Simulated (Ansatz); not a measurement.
`C/N=C\[SiH2]S` + `CO[SiH3]` → `[SiH3]OC[SiH2]S` + `C=NC`  (formal exchange of groups at the Si–C bond)

Program: Ansatz. Geometries: PBE0-D4/def2-TZVP. ΔE: electronic, gas phase. CBS: MP2 limit from def2 TZ/QZ plus the TZ coupled-cluster correction, frozen cores. DFT in def2-TZVPP. B3LYP here is the variant with VWN-RPA as its local correlation; programs differ in this. Each species was taken in one conformer, which may not be the lowest.

Problem. Is it downhill or uphill in electronic energy at CCSD(T)/CBS, and by how much? (Best estimate.)

Solution. Ansatz gave: Downhill: ΔE = -1.6 kcal/mol.

Problem. What do these levels give: r2SCAN-D4, PBE0-D4, ωB97X-V, ωB97M-V, B2PLYP, PBE, r2SCAN, PBE0, B3LYP, CCSD/def2-TZVPP, CCSD(T)/def2-TZVPP, HF/CBS(def2)? (An estimate is asked.)

Solution. Ansatz gave: r2SCAN-D4 -0.9, PBE0-D4 -1.1, ωB97X-V -1.9, ωB97M-V -1.9, B2PLYP -1.7, PBE -0.8, r2SCAN -0.9, PBE0 -1.2, B3LYP -1.6, CCSD/def2-TZVPP -2.1, CCSD(T)/def2-TZVPP -1.8, HF/CBS(def2) -2.7 kcal/mol.

Largest T1 diagnostic among the species: 0.012.

In def2-TZVPP, CCSD(T) changes the Hartree–Fock value by +0.9 kcal/mol (the triples alone add +0.4 kcal/mol) and MP2 by +0.9 kcal/mol.
